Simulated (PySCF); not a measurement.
C2H7BrGe, SMILES [CH3][GeH]([CH3])[Br]. Heavy atoms are numbered as in [GeH:1]([CH3:2])([CH3:3])[Br:4]. Hydrogens are named by the atom that carries them.

Coordinates come from a PBE-D3(BJ)/def2-SVP optimisation.

Method: PBE0/pcSseg-1 in PySCF.

GIAO shieldings, no solvent; atoms alike by connectivity are averaged. δ = σ(ref) − σ: ⁷³Ge against GeH4 (σ = 1658.3 ppm); ¹³C against TMS (σ = 186.3 ppm); ¹H against TMS (σ = 31.56 ppm), references at their B3LYP-D3(BJ)/def2-TZVP geometries, non-relativistic (without spin–orbit terms, shifts of atoms bonded to Cl or Br come out too high).

| nucleus | atoms | count | δ (ppm) |
|---|---|---|---|
| ⁷³Ge | Ge1 (GeH) | 1 | 392.4 |
| ¹³C | C2 (CH3) | 2 | 9.3 |
| ¹H | H on Ge1 | 1 | 5.95 |
| ¹H | H on C2 | 6 | 1.24 |
